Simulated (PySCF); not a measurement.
Si(H)(PH2)3 (H7P3Si), SMILES P[SiH](P)P. Coordinates come from a PBE0-D3(BJ)/def2-SVP optimisation. One conformer was computed; it need not be the lowest.

All values below come from PBE0-D3(BJ)/def2-SVP (PySCF 2.14.0).

Harmonic wavenumbers (cm⁻¹): 109, 110, 131, 141, 149, 156, 374, 476, 484, 554, 568, 609, 693, 715, 740, 790, 817, 1080, 1085, 1086, 2212, 2391, 2398, 2399, 2411, 2414, 2415. Rotational constants (GHz): 2.044, 1.953, 1.095; symmetry number 1.

### Question
Work out the zero-point energy and the ideal-gas rigid-rotor harmonic-oscillator thermochemistry at 298.15 K and 1 atm.

### Answer
ZPE = ½ Σ hcν = ½ × 27507 cm⁻¹ = 39.32 kcal/mol. H − E(el) = 45.42 kcal/mol. Entropy in cal/(mol K): translation 40.46, rotation 28.69, vibration 22.98, total 92.12. G − E(el) = 17.95 kcal/mol. Cp = 31.42 cal/(mol K). Modes under 150 cm⁻¹ make the vibrational entropy uncertain.
